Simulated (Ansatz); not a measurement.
F6Si2, triplet, at the geometry of the source list (a higher spin typed on purpose: for a closed-shell molecule this is an excited state); Ansatz (a quantum-chemistry and plane-wave program) with BLYP/STO-3G.

Ansatz was given this input:
Ansatz 0.2 input:
```yaml
crystal:
  periodic: [false, false, false]
  atoms:
    - {symbol: F, position_ang: [1.90460000, -0.27700000, -1.23620000]}
    - {symbol: Si, position_ang: [1.11560000, -0.06470000, 0.11950000]}
    - {symbol: F, position_ang: [1.77810000, 1.22330000, 0.75800000]}
    - {symbol: F, position_ang: [1.60380000, -1.25280000, 1.04440000]}
    - {symbol: Si, position_ang: [-1.11560000, 0.06470000, -0.11950000]}
    - {symbol: F, position_ang: [-1.60380000, 1.25280000, -1.04440000]}
    - {symbol: F, position_ang: [-1.77810000, -1.22330000, -0.75800000]}
    - {symbol: F, position_ang: [-1.90460000, 0.27700000, 1.23620000]}
basis:
  gaussian:
    orbitals: STO-3G
hamiltonian:
  xc: blyp
magnetization: {spin_polarized: true, initial_magnetization: 2}
accuracy: high
```

**Question.** What does Ansatz print? Leave out banner, timings and long lists.

**Answer.** 
```
Functional definition: BLYP
1041 factors; integrals over basis functions are off by at most 4.0e-8 eV
mean field evaluation 1: about -31621.5151 eV, gradient 2.4e1 eV
mean field evaluation 2: about -31615.8846 eV, gradient 3.9e1 eV
mean field evaluation 4: about -31626.0178 eV, gradient 8.2e-1 eV
mean field evaluation 8: about -31626.0068 eV, gradient 7.5e-2 eV
mean field evaluation 16: about -31626.0068 eV, gradient 2.6e-5 eV
mean field evaluation 32: about -31623.8552 eV, gradient 8.4e0 eV
mean field evaluation 64: about -31624.7776 eV, gradient 1.7e-2 eV
mean field evaluation 96: about -31622.4025 eV, gradient 9.5e0 eV
mean field -31626.00684259 eV, -1162.2343145878 hartree, gradient 7.4e-8 eV, S^2 2.000969; 6 other end points of the search recorded, 0 dependent functions left out
reference -31626.00687826 eV, -1162.2343158988 hartree; 42, 40 occupied and 6, 8 virtual orbitals, 1041 factors
Total energy: -31626.00687826 eV, -1162.2343158988 hartree
```
